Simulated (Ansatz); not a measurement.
Isolated molecules relaxed with PBE0-D4/def2-TZVP in Ansatz; ΔE leaves out vibrations. CCSD(T)/CBS is the MP2 limit (def2-TZVPP, def2-QZVPP) plus CCSD(T) − MP2 in def2-TZVPP, frozen cores. This one scheme is used for every species. Functionals use def2-TZVPP. Open shells (•) are unrestricted, without spin–orbit coupling. Each species was taken in one conformer, which may not be the lowest.

Consider the homolysis of the O–Si bond: `[F][AlH][O][SiH3]` → `[O][AlH][F]`• + `[SiH3]`•.

`[F][AlH][O][SiH3]`:

Cartesian coordinates in Å:
```
F 0.982 0.978 -2.543
Al 0.163 -0.247 -1.813
O -0.083 -0.188 -0.163
Si -0.155 0.147 1.429
H -0.365 -1.433 -2.683
H -1.501 0.679 1.767
H 0.088 -1.094 2.210
H 0.872 1.158 1.796
```

`[O][AlH][F]`•:

```xyz
4

O    -0.746    1.447    0.408
Al    0.044   -0.035   -0.012
F    -0.898   -1.360   -0.230
H     1.601   -0.052   -0.165
```

`[SiH3]`•:

Z-matrix (Å, degrees):
```
Si
H 1 1.486
H 1 1.486 2 111.3
H 1 1.486 2 111.3 3 124.6
```

| species | PBE0-D4 energy (Eh) |
| --- | --- |
| `[F][AlH][O][SiH3]` | -709.24425 |
| `[O][AlH][F]`• | -417.92478 |
| `[SiH3]`• | -291.11030 |

**Question.** Work out ΔE.

**Answer.** ΔE = (-417.92478) + (-291.11030) − (-709.24425) = 0.20917 Eh = +131.3 kcal/mol. CCSD(T)/CBS gives +139.0 kcal/mol.

Largest T1 diagnostic among the species: 0.015.

In def2-TZVPP, CCSD(T) changes the Hartree–Fock value by +28.8 kcal/mol (the triples alone add +1.9 kcal/mol) and MP2 by +37.3 kcal/mol; breaking electron pairs costs correlation energy, which Hartree–Fock lacks. At CCSD(T), def2-SVP lies −10.4 kcal/mol from the extrapolated value and def2-TZVPP −4.1 kcal/mol: correlation converges slowly with the basis, and small sets miss more of it in the bonded molecule than in its fragments.
